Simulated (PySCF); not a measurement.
B(Cl)(NCO)(OMe) (C2H3BClNO2), SMILES COB(Cl)N=C=O.

Geometry optimised at r2SCAN-D4/def2-SVP. The structure was generated by enumeration, and PubChem lists no compound with its InChIKey, so it may never have been made. One conformer was computed; it need not be the lowest.

Computed with ωB97X/def2-TZVP run with PySCF.

Symmetry labels are those of the subgroup Cs that the program uses (full group Cs).

Computed valence orbital energies around the gap with their symmetry:
```tsv
orbital	symmetry	energy (eV)
HOMO−7	A'	-15.80
HOMO−6	A'	-14.40
HOMO−5	A"	-13.28
HOMO−4	A'	-12.61
HOMO−3	A'	-12.14
HOMO−2	A"	-11.59
HOMO−1	A"	-11.46
HOMO	A'	-11.25
LUMO	A"	1.50
LUMO+1	A'	2.38
LUMO+2	A'	2.96
LUMO+3	A'	3.72
```
